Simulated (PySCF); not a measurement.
**Zr: ionisation energy**

Zr [Kr] 4d2 5s2 (3F) → Zr+ [Kr] 4d2 5s1 (4F), as a difference of total energies. Calculation: PySCF 2.14, in aug-cc-pVDZ-PP with ECP28MDF; scalar relativity through the core potential. Correlated levels: valence: 4s2 4p6 frozen. The calculations carry no spin-orbit coupling.

```csv
method,ionisation energy (eV)
UHF,5.219
M06-L,6.808
r2SCAN,6.166
MP2 (valence),6.080
SCS-MP2 (valence),6.252
```

Question: How much does correlation contribute at MP2 (valence)?

Answer: 6.080 − (5.219) = 0.861 eV, measured against UHF.

Errors of the correlated levels include the incompleteness of this basis and the frozen core.

MP2 underrates the near-degeneracy of ns² with np² in the lower species.

For comparison: 6.639 eV (measured; NIST levels, between the centres of gravity of the two terms).
